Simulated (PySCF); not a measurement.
# What a mistake does to a calculation on CGeH5NO

Calculated results; nothing here was measured. The program is PySCF 2.14.0, an open-source quantum chemistry code, run on an isolated molecule that a program drew, which may never have been made. The molecule is CGeH5NO (charge 0, singlet), drawn as the SMILES string `[NH2][Ge][CH2]O`.

Each row is a Hartree-Fock (HF) and frozen-core CCSD(T) single point in the cc-pVDZ basis, meant for a local HF minimum. Run 1 is clean. Each other run has one planted mistake out of seven kinds, and not every kind appears here: one electron removed, one electron added, multiplicity raised by two, geometry at a saddle point, minimal basis STO-3G, one bond length entered in bohr, all coordinates scaled. The reference is restricted for singlets and unrestricted otherwise, and also for a bond in bohr. Adding or removing an electron swaps singlet and doublet. Electrons count all cores. HOMO and LUMO are orbital energies over both spins, the gradient is its largest component, and the lowest frequency (negative if imaginary) is given only where the gradient is small. Bond lengths are over the 8 bonds as drawn. T1 is the CCSD diagnostic: over 0.02 (restricted) or 0.045 (unrestricted) a single reference is doubtful. Germanium has the cc-pVDZ-PP basis, with a core potential (ECP10MDF) in place of its 10 inner electrons, and its 3s, 3p and 3d shells are frozen in CCSD(T).

Geometry of the clean run:
```xyz
9
CGeH5NO, angstrom
N    -0.3053   -2.2969   -2.5106
Ge   -0.4503   -1.5663   -0.8472
C     1.3139   -0.5764   -0.9477
O     1.0825    0.5480   -1.7869
H     0.5139   -2.3086   -3.0915
H    -1.0494   -2.8275   -2.9235
H     1.6007   -0.1752    0.0246
H     2.1547   -1.1817   -1.3116
H     0.8784    0.2436   -2.6586
```

```
run  electrons  basis functions  <S^2>  HOMO (eV)  LUMO (eV)  gradient (hartree/bohr)  lowest frequency (cm^-1)  mean bond (Å)  longest bond (Å)      T1  HF (hartree)  CCSD(T) (hartree)                          mistake
  1         58               90  0.000      -8.47       1.70                  3.3e-05                        69         1.3014             2.025  0.0164    -463.45492         -464.09420                         no fault
  2         57               90  0.799     -16.62      -6.42                  7.8e-02                         -         1.3014             2.025  0.0284    -463.18200         -463.80408             one electron removed
  3         58               90  2.017      -6.36       0.09                  3.9e-02                         -         1.3014             2.025  0.0207    -463.38204         -464.00152       multiplicity raised by two
  4         59               90  0.766       0.35       8.84                  5.4e-02                         -         1.3014             2.025  0.0141    -463.41647         -464.05802               one electron added
  5         58               90  1.018      -6.91       1.15                  2.8e-02                         -         1.5041             3.444  0.0131    -463.36972         -463.96440  one bond length entered in bohr
  6         58               90  0.000      -8.05       2.30                  1.4e-01                         -         1.1856             1.845  0.0131    -463.36816         -463.98553                                ?
```

**Which mistake was planted in run 6, and what did it cost?**

The mean and the longest bond both change by the same factor, 0.911, and the gradient is no longer small. So the mistake is: all coordinates scaled. Subtracting run 1 and multiplying by 627.51 kcal/mol a hartree, the energy moved by 54.4 kcal/mol in HF and 68.2 kcal/mol in CCSD(T).

Cautions from the logs. Run 4: the HOMO is above zero, so the electron isn't bound and the energy depends on the basis.
